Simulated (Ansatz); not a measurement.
`B[SiH](O)[SiH3]` + `CN[SiH2]Cl` → `BN(C)[SiH2]Cl` + `O[SiH2][SiH3]`  (cleavage of the B–Si bond)

Calculated with Ansatz (gas phase, PBE0-D4/def2-TZVP geometries, no zero-point term in ΔE). CCSD(T)/CBS is the MP2 limit (def2-TZVPP, def2-QZVPP) plus CCSD(T) − MP2 in def2-TZVPP, frozen cores. Functionals use def2-TZVPP. Each species was taken in one conformer, which may not be the lowest.

```csv
species,r2SCANh-D4 energy (Eh)
`B[SiH](O)[SiH3]`,-683.20704
`CN[SiH2]Cl`,-846.17582
`BN(C)[SiH2]Cl`,-871.64079
`O[SiH2][SiH3]`,-657.80019
```

(1) Work out ΔE.

(2) What do rigid-rotor, harmonic-oscillator terms from PBE0-D4/def2-TZVP frequencies (298.15 K, 1 bar) make of the CCSD(T)/CBS value? (An estimate is asked.)

Largest T1 diagnostic among the species: 0.014.

## Answers

(1) ΔE = (-871.64079) + (-657.80019) − (-683.20704) − (-846.17582) = -0.05812 Eh = -36.5 kcal/mol. CCSD(T)/CBS gives -37.6 kcal/mol.

(2) Computed: ΔZPE = +0.1 kcal/mol, ΔH = -38.1 kcal/mol, ΔS = -17 J/(mol·K), ΔG = -36.9 kcal/mol.

From BLYP to BHLYP (50 % exact exchange), in def2-TZVPP and without D4, ΔE moves by −1.6 kcal/mol. At CCSD(T), def2-SVP lies −4.0 kcal/mol from the extrapolated value and def2-TZVPP −0.6 kcal/mol.
